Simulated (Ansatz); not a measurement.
Ansatz results at the PBE0-D4/def2-TZVP geometry: HOMO energy (PBE/def2-TZVPP) -5.72 eV; HOMO–LUMO gap (B3LYP/def2-TZVPP) 5.51 eV; zero-point energy (PBE0-D4/def2-TZVP) 149.3 kJ/mol.

Question: Which molecule gave them?
A. `C=C=O`
B. `N#Cc1ccccn1`
C. `Ic1ccsc1`
D. `c1cnccn1`

Answer: C. The others give `N#Cc1ccccn1`: -6.69, 5.81, 230.2; `C=C=O`: -5.86, 5.70, 83.3; `c1cnccn1`: -5.77, 5.33, 202.8.

B3LYP here is the variant with VWN-RPA as its local correlation; programs differ in this.
